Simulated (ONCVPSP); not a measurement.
## u(r) = r·R(r): atom against pseudo-atom (O)

Columns: radius, all-electron u(r) and pseudo u(r) of the 2p shell (level -16.21 eV) of oxygen in the configuration [He] 2s2 2p3.5; PBEsol, scalar-relativistic, ONCV scheme, ONCVPSP 4.0.1.

```
r (bohr)  all-electron  pseudo
   0.075        0.0670  0.0230
   0.150        0.2036  0.0894
   0.225        0.3544  0.1920
   0.300        0.4941  0.3201
   0.375        0.6123  0.4605
   0.450        0.7068  0.5996
   0.525        0.7780  0.7246
   0.600        0.8277  0.8259
   0.675        0.8585  0.8972
   0.750        0.8736  0.9371
   0.825        0.8758  0.9480
   0.900        0.8678  0.9353
   0.975        0.8519  0.9060
   1.050        0.8300  0.8675
   1.125        0.8036  0.8257
   1.200        0.7741  0.7848
   1.275        0.7425  0.7464
   1.350        0.7097  0.7105
   1.425        0.6761  0.6762
   1.500        0.6425  0.6424
   1.575        0.6090  0.6090
   1.650        0.5762  0.5762
   1.725        0.5441  0.5441
   1.800        0.5130  0.5130
   1.875        0.4830  0.4830
   1.950        0.4542  0.4542
```

Q: How many radial nodes do the two functions have?

A: The all-electron 2p function has n − l − 1 = 0; the pseudo-wave has 0.

Q: At about which radius was the pseudo-wave matched?

A: 1.50 bohr, where the columns begin to agree (steps of 0.07 bohr).

Q: Where does each function peak?

A: Outermost all-electron maximum near 0.82 bohr, pseudo maximum near 0.82 bohr (to the table’s step).

Q: Is the pseudo-wave norm-conserving?

A: Yes: the ONCV scheme keeps the norm inside the radius equal to the all-electron one, which fixes the energy derivative of the logarithmic derivative at the level.
